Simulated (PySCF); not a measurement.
Bi²⁺ (bismuth, charge +2) across methods

[Xe] 4f14 5d10 6s1 6p2, high-spin 4P determinant (an excited configuration). All numbers are calculated (PySCF 2.14, the spin-free X2C one-electron Hamiltonian (Gaussian nucleus), in aug-cc-pVTZ-DK3 (9s8p6d3f, 84 functions)).

| method | E (hartree) | mean ε 5d β (eV) | mean ε 6s α (eV) | mean ε 6p α (eV) | Σ⟨r²⟩ (bohr²) | ⟨S²⟩ |
| --- | --- | --- | --- | --- | --- | --- |
| UHF | -21525.95376 | -54.392 | -38.482 | -25.058 | 51.80 | 3.755 |
| BHandHLYP | -21531.83 | -50.404 | -35.690 | -23.011 | 51.57 | 3.752 |
| M06-2X | -21534.33 | -50.285 | -36.595 | -23.516 | 51.08 | 3.752 |
| LDA | -21519.12 | -45.777 | -32.824 | -21.071 | 51.53 | 3.751 |
| PBE0 | -21531.87 | -48.070 | -34.266 | -22.120 | 51.50 | 3.752 |
| PBE | -21532.18 | -45.550 | -32.553 | -20.936 | 51.59 | 3.752 |

Task: Estimate the same row for r2SCAN.

Result: E (hartree) = -21532.09; mean ε 5d β (eV) = -46.228; mean ε 6s α (eV) = -33.252; mean ε 6p α (eV) = -21.343; Σ⟨r²⟩ (bohr²) = 51.39; ⟨S²⟩ = 3.754.

Spin-orbit coupling is strong in this species (close to jj coupling), so the high-spin LS determinant is a model state, not a physical level.
